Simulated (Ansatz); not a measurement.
Relaxation of C₂H₁₀Sn (13 atoms, charge 0, multiplicity 1), to a largest force component of 0.03 eV/Å in at most 50 steps.

Computed with Ansatz 0.2.0, RKS B3LYP/def2-SVP.

```xyz
13
Properties=species:S:1:pos:R:3
Sn 0.111 0.003 0.073
C 0.091 -0.086 2.230
H -0.603 -0.858 2.589
H 1.098 -0.332 2.602
H -0.201 0.888 2.650
C 2.164 -0.045 -0.653
H 2.575 -1.062 -0.567
H 2.202 0.265 -1.707
H 2.788 0.641 -0.060
H -0.632 1.461 -0.478
H -0.759 -1.336 -0.584
H -2.603 0.276 1.187
H -2.165 0.197 1.751
```

Problem. Where does it end, and by what steps?

Solution. It converged. The force dipped under the threshold on the way, but the program's further checks kept it going. After 19 steps the energy has fallen by 0.239 eV; H13 moved furthest, 1.66 Å.

```csv
step,energy less start (eV),largest force component (eV/Å),accepted
0,0.0000,1.223,yes
1,-0.1292,0.188,yes
2,-0.1742,0.097,yes
3,-0.1957,0.116,yes
4,-0.2001,0.173,yes
5,-0.2137,0.023,yes
6,-0.2162,0.168,yes
7,-0.2199,0.107,yes
8,-0.2238,0.147,yes
9,-0.2245,0.310,yes
10,-0.2307,0.112,yes
11,-0.2341,0.009,yes
12,-0.2041,1.201,no
13,-0.2343,0.327,yes
14,-0.2351,0.119,yes
15,-0.2380,0.005,yes
16,-0.2384,0.041,yes
17,-0.2387,0.046,yes
18,-0.2389,0.032,yes
19,-0.2390,0.023,yes
```

```xyz
13
Properties=species:S:1:pos:R:3
Sn 0.369 -0.035 0.038
C 0.377 -0.127 2.210
H -0.655 -0.141 2.590
H 0.893 -1.039 2.546
H 0.897 0.750 2.623
C 2.401 0.032 -0.734
H 2.952 -0.867 -0.421
H 2.388 0.077 -1.833
H 2.921 0.921 -0.348
H -0.488 1.375 -0.477
H -0.442 -1.423 -0.596
H -3.759 0.270 1.337
H -3.788 0.219 2.096
```

Whether the end is a true minimum wasn't checked by a vibrational analysis.

The run took 47 s on 2 threads of Arm Neoverse V2, with other jobs on the host, peak memory 0.23 GiB.
